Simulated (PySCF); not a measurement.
A small calculation by hand: chemical shift, span and skew from a shielding tensor

CH₆O₂Si₂, SMILES O=CO[SiH2][SiH3]. Atoms are numbered in the order given.

```xyz
11

O      1.0724    -0.0158    -1.5213
C      1.8075     0.1131    -0.5805
O      1.4343     0.1662     0.6890
Si    -0.2082     0.0554     1.2233
Si    -1.7141    -0.1706    -0.5568
H      2.9099     0.2047    -0.6723
H     -0.4342     1.2985     2.0150
H     -0.2310    -1.1142     2.1481
H     -1.4825    -1.4403    -1.3006
H     -1.6722     1.0195    -1.4517
H     -3.0762    -0.2370     0.0712
```
Charge 0, spin multiplicity 1.

Geometry optimised at PBE0-D3(BJ)/def2-SVP. The structure was generated by enumeration, and PubChem lists no compound with its InChIKey, so it may never have been made. One conformer was computed; it need not be the lowest.

GIAO shieldings from PBE0/pcSseg-1 in PySCF, non-relativistic, no solvent. The symmetric part of the tensor of Si5 has the principal values 446.5, 456.5, 461.0 ppm. The same nucleus in TMS has σ = 352.7 ppm at this level (PySCF, at its B3LYP-D3(BJ)/def2-TZVP geometry).

### Question
Work out the isotropic shielding, the ²⁹Si shift against TMS, the span and the skew.

### Answer

σ(iso) = (σ11 + σ22 + σ33)/3 = 454.7 ppm. δ = σ(ref) − σ(iso) = 352.7 − (454.7) = -102.0 ppm.
Span Ω = σ33 − σ11 = 14.5 ppm. Skew κ = 3(σ(iso) − σ22)/Ω = -0.38. Tumbling in solution averages the tensor to δ; in a static solid the shielding alone would spread this spin-1/2 line over Ω.
